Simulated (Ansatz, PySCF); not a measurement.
This PySCF input computes a CAM-B3LYP/def2-TZVPD energy:

```python
from pyscf import gto, scf, dft

mol = gto.M(
    atom='''
    O    -1.26833340   -0.54710562    0.00824721
    S    -0.14922914    0.49793037    0.02004487
    F     1.39270370   -0.39889344   -0.04296616
    ''',
    basis='def2-tzvpd',
    charge=-1,
    spin=0,
    verbose=4,
)

mf = dft.RKS(mol, xc='camb3lyp').density_fit(auxbasis='def2-universal-jkfit')
mf.grids.level = 3
mf.conv_tol = 1e-9
mf.max_cycle = 100
mf.max_memory = 1500
mf.kernel()
if not mf.converged:
    mf = mf.newton()
    mf.kernel(mf.make_rdm1())
mf.analyze()
```

### Question
Write an input for the same energy in Ansatz (an electronic-structure program) and say what it gives.

### Answer

Ansatz 0.2 input:
```yaml
crystal:
  periodic: [false, false, false]
  atoms:
    - {symbol: O, position_ang: [-1.26833340, -0.54710562, 0.00824721]}
    - {symbol: S, position_ang: [-0.14922914, 0.49793037, 0.02004487]}
    - {symbol: F, position_ang: [1.39270370, -0.39889344, -0.04296616]}
basis:
  gaussian:
    orbitals: def2-TZVPD
hamiltonian:
  xc: {name: CAM-B3LYP}
total_charge: -1
output: {forces: true}
```
It gives -573.33637 Eh, and PySCF -573.33640 Eh, a difference of 0.03 mEh, from the treatment of integrals and grids.
